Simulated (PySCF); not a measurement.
## Polarisability and C₆ of La⁺ (lanthanum, charge +1)

[Xe] 5d2, high-spin 3F determinant. Computed with PySCF 2.14 in ANO-RCC-VTZP (8s7p5d3f2g1h, 104 functions), with scalar relativity by spin-free X2C-1e. Coupled (time-dependent) response in atomic units; α is the mean over directions. The basis has no added diffuse functions, which lowers α and C₆.

```csv
method,mean α (bohr³),"α xx, yy, zz",C₆ (like pair),S(−4)
UHF,47.59,"47.59, 47.59, 47.59",399.0,2051
PBE,50.42,"50.93, 50.93, 49.39",415.0,2598
```

S(−4) is the Cauchy moment in α(ω) = α(0) + S(−4) ω² + …

Spin-orbit coupling is absent.

α(iu) at PBE:

| u (hartree) | α(iu) (bohr³) |
| --- | --- |
| 0 | 50.42 |
| 0.0500 | 45.06 |
| 0.100 | 36.14 |
| 0.200 | 24.52 |
| 0.300 | 18.38 |
| 0.500 | 12.01 |
| 0.750 | 8.071 |
| 1.00 | 5.831 |
| 1.50 | 3.458 |
| 2.00 | 2.304 |
| 3.00 | 1.263 |
| 5.00 | 0.5745 |

For an ion, C₆ is the dispersion term alone; charge-induced terms of lower order in 1/R come first.

The components differ because the open shell of this determinant is not spherical; for a pure term their mean is the scalar polarisability.

Spin-orbit coupling, absent here, splits the open shell strongly.
